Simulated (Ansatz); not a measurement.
Abridged output of a molecular run in Ansatz:

```
Functional definition: HF
1067 factors; integrals over basis functions are off by at most 1.1e-3 eV
mean field evaluation 1: about -11539.7448 eV, gradient 3.6e1 eV
mean field evaluation 2: about -11539.7464 eV, gradient 3.6e1 eV
mean field evaluation 4: about -11542.9612 eV, gradient 3.3e0 eV
mean field evaluation 8: about -11542.9975 eV, gradient 1.1e-4 eV
mean field -11542.99750771 eV, -424.1973342837 hartree, gradient 2.4e-6 eV, S^2 0.000000; 0 other end points of the search recorded, 0 dependent functions left out
8 core orbitals not correlated: weight in the atoms' cores, before any rotation towards them, 1.000 or more for the frozen orbitals, at most 0.000 for the correlated occupied ones
reference -11542.99750771 eV, -424.1973342837 hartree; 13, 13 occupied and 84, 84 virtual orbitals, 1067 factors
second order -15.39624481 eV of doubles, -0.00000000 eV of singles
cycle   1  -16.48667379 eV  change    -1.1e0 eV  update   7.9e-2
cycle   2  -16.93883453 eV  change   -4.5e-1 eV  update   2.4e-2
cycle   3  -16.99326735 eV  change   -5.4e-2 eV  update   7.9e-3
cycle   4  -16.99274373 eV  change    5.2e-4 eV  update   2.1e-3
cycle   5  -16.99292359 eV  change   -1.8e-4 eV  update   7.1e-4
cycle   6  -16.99286391 eV  change    6.0e-5 eV  update   2.1e-4
cycle   7  -16.99282144 eV  change    4.2e-5 eV  update   7.0e-5
cycle   8  -16.99281673 eV  change    4.7e-6 eV  update   2.7e-5
perturbative correction -0.44485046 eV, -0.0163479528 hartree
Total energy: -11560.43517490 eV, -424.8381567332 hartree
```

Its atoms:

```xyz
13

C     1.461    1.251    0.319
C     0.024    0.750    0.432
Si   -0.276   -0.842   -0.502
N    -1.908   -1.358   -0.293
H     1.731    1.457   -0.720
H     1.614    2.174    0.885
H     2.173    0.513    0.698
H    -0.681    1.501    0.062
H    -0.236    0.584    1.485
H     0.756   -1.829   -0.048
H    -0.085   -0.654   -1.967
H    -2.254   -1.574    0.628
H    -2.318   -1.973   -0.977
```

Question: Which basis set was used?
A. def2-SVP
B. def2-QZVPP
C. def2-TZVPP
D. cc-pV(T+d)Z

Answer: A. It gives 105 functions.

Question: Write the keys of the input that set method, charge and spin (a neutral closed shell needs none for the last two).

Answer: 
```yaml
correlation: {method: ccsd_t}
```
